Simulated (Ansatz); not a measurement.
C₈H₁₆O₂, SMILES `CCCCC(=O)OC(C)C` at its PBE0-D4/def2-TZVP geometry, where that method's forces vanish. The species carries charge 0 and has multiplicity 1.

```tsv
atom	x (Å)	y (Å)	z (Å)
C1	-1.7260	-0.7792	2.8169
C2	-1.0319	0.3082	2.0166
C3	-1.7863	0.6728	0.7483
C4	-1.1059	1.7713	-0.0616
C5	0.2805	1.4025	-0.5158
O6	1.2733	2.0444	-0.2940
O7	0.2716	0.2589	-1.2135
C8	1.5407	-0.2326	-1.6888
C9	1.2371	-1.0876	-2.8952
C10	2.2360	-0.9911	-0.5799
H11	-2.7304	-0.4678	3.1175
H12	-1.8284	-1.6955	2.2287
H13	-1.1701	-1.0268	3.7238
H14	-0.0188	-0.0196	1.7569
H15	-0.9083	1.2045	2.6348
H16	-2.7963	1.0074	1.0081
H17	-1.9037	-0.2166	0.1222
H18	-1.0146	2.6902	0.5194
H19	-1.6990	1.9944	-0.9541
H20	2.1427	0.6341	-1.9722
H21	2.1650	-1.4741	-3.3217
H22	0.6067	-1.9361	-2.6187
H23	0.7203	-0.5088	-3.6624
H24	3.1913	-1.3830	-0.9360
H25	1.6216	-1.8326	-0.2497
H26	2.4328	-0.3373	0.2703
```

(1) For each bond, give half the difference of the two atoms' forces along it (eV/Å; positive pushes the atoms apart) under PBE-D4, r2SCAN-D4, B3LYP-D4, ωB97M-V in def2-TZVPP. (Best estimate.)

Answers

(1) The calculation gave: 
| bond | length (Å) | PBE-D4 | r2SCAN-D4 | B3LYP-D4 | ωB97M-V |
| --- | --- | --- | --- | --- | --- |
| C1–H11 | 1.094 | 0.11 | -0.03 | -0.06 | -0.08 |
| C1–H13 | 1.092 | 0.09 | -0.04 | -0.07 | -0.08 |
| C2–H15 | 1.096 | 0.11 | -0.04 | -0.10 | -0.11 |
| C3–H17 | 1.094 | 0.12 | -0.05 | -0.11 | -0.10 |
| C4–H18 | 1.091 | 0.12 | -0.04 | -0.11 | -0.11 |
| C4–H19 | 1.095 | 0.09 | -0.04 | -0.10 | -0.12 |
| C5–O6 | 1.203 | 0.89 | 0.31 | 0.20 | 0.07 |
| O7–C8 | 1.442 | 0.25 | 0.28 | 0.20 | 0.12 |
| C8–C9 | 1.509 | -0.04 | 0.03 | 0.09 | 0.13 |
| C8–H20 | 1.093 | 0.09 | -0.10 | -0.17 | -0.18 |
| C9–H23 | 1.091 | 0.10 | -0.03 | -0.07 | -0.07 |
| C10–H24 | 1.092 | 0.10 | -0.03 | -0.06 | -0.07 |
| C10–H25 | 1.093 | 0.11 | -0.02 | -0.06 | -0.06 |
| C10–H26 | 1.090 | 0.09 | -0.04 | -0.09 | -0.07 |

B3LYP here is the variant with VWN-RPA as its local correlation; programs differ in this.

Results of the Gaussian-basis code of Ansatz.
